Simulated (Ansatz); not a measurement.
| atom | x (Å) | y (Å) | z (Å) |
| --- | --- | --- | --- |
| S | 0.0000 | 0.0000 | -0.8758 |
| S | 0.0000 | 0.0000 | 0.8758 |

Basis set: cc-pVDZ (spherical functions). Frozen core: 10 orbitals. Charge 0, multiplicity 3.

Computed with Ansatz (development build ahead of 0.2.0); each method stands on the lowest determinant of its kind that the runs found.

The atomization energy at this shape (free ground-state atoms in the same class of orbitals less the molecule, no zero-point energy) of triplet S2:

```json
{"method": "UHF-MP2", "atomization energy": "3.09 eV"}
```

(1) What does UHF give?

## Answers

(1) 1.39 eV. Caution: the shape is not the minimum.
